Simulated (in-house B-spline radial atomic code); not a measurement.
Results of a calculation; reference values are marked as such.
# Making a Troullier-Martins s channel for Zn, r_c = 2.97 bohr

Zn, [Ar] 3d10 4s2, non-relativistic LDA (VWN5), spherical and spin-unpolarised, from a B-spline radial code for spherical atoms (atomic units). The all-electron 4s level is ε = -0.222725 hartree, its outermost node lies just inside 0.87 bohr and its outer maximum at 2.12 bohr.

Inside r_c the pseudo-orbital is u(r) = r^1 exp(p(r)), with p = c0 + c2 r² + c4 r⁴ + … + c12 r¹². The seven coefficients follow from p and its first four derivatives at r_c, from zero curvature of the screened potential at the origin, c4 = −c2²/(2l + 5), and from the norm inside r_c. At r_c the all-electron orbital has P = 0.5538845, P' = -0.1877461, the screened potential V = -0.2782967, V' = 0.191944, V'' = -0.2009582, and the norm inside is Q = 0.6673341.

Question: What are p, p' and p'' at r_c?

Answer: p = ln(P/r_c^1) = ln(0.5538845/2.97) = -1.67936. p' = P'/P − 1/r_c = -0.33896 − 0.33670 = -0.67566. The radial equation gives p'' = 2(V − ε) − 2(1) p'/r_c − p'² = -0.11114 − (-0.45499) − 0.45652 = -0.11267. Differentiating, p''' = 2V' + 2(1)p'/r_c² − 2(1)p''/r_c − 2p'p'' = 0.15431, and p'''' = 2V'' − 4(1)p'/r_c³ + 4(1)p''/r_c² − 2(1)p'''/r_c − 2p''² − 2p'p''' = -0.27063.

For a trial c2 the five matching conditions are linear in c0, c6, c8, c10 and c12, and c2 is varied until the norm inside r_c equals Q. The root nearest zero gives:

```tsv
n	c_n
0	-1.156373
2	0.06514678
4	-0.0008488207
6	-0.007901362
8	0.001357315
10	-9.193015e-05
12	2.299894e-06
```

Question: Check c4 and p(r_c), and find the screened pseudopotential at the origin.

Answer: −c2²/5 = -0.000848821, as listed. The terms c_n r_c^n are -1.15637, 0.57465, -0.06605, -5.42301, 8.21736, -4.90933, 1.08339, which sum to -1.67936. Inverting the radial equation, V_l(r) = ε + 1 p'/r + (p'' + p'²)/2, so V_l(0) = ε + (2l + 3) c2 = -0.222725 + 3 × (0.0651468) = -0.0273 hartree, finite where the all-electron potential diverges.

Orbitals and screened potentials:

| r (bohr) | P | u | V all-electron | V pseudo |
| --- | --- | --- | --- | --- |
| 0.297 | -0.04594 | 0.09398 | -42.37 | -0.02855 |
| 0.742 | -0.1328 | 0.2416 | -6.678 | -0.07086 |
| 1.188 | 0.3344 | 0.4021 | -2.158 | -0.2491 |
| 1.634 | 0.5884 | 0.554 | -1.014 | -0.5316 |
| 2.079 | 0.6572 | 0.6397 | -0.5896 | -0.648 |
| 2.524 | 0.6274 | 0.6262 | -0.3896 | -0.4554 |
| 2.97 | 0.5539 | 0.5539 | -0.2783 | -0.2783 |

Logarithmic derivatives P'/P at R = 3.27 bohr, for energies E around ε:

```csv
E − ε (hartree),all-electron,pseudo
-0.5,0.865362,0.857434
-0.25,0.465486,0.459416
-0.1,0.0629945,0.0605836
0,-0.397759,-0.397758
0.1,-1.34353,-1.36053
0.25,-36.2899,2068.4
0.5,2.03744,1.70437
```

Question: With P(R) = 0.4957286 and a norm of 0.7501187 inside R, what slope in energy does norm conservation fix?

Answer: d(P'/P)/dE = −2 × (norm inside R)/P(R)² = -6.1048 per hartree·bohr at E = ε, for both atoms, since orbital and norm agree at R. Differences over ±0.1 hartree give -7.0326 (all-electron) and -7.1056 (pseudo), which also hold third-order terms. Half a hartree below ε the two curves differ by -0.0079.
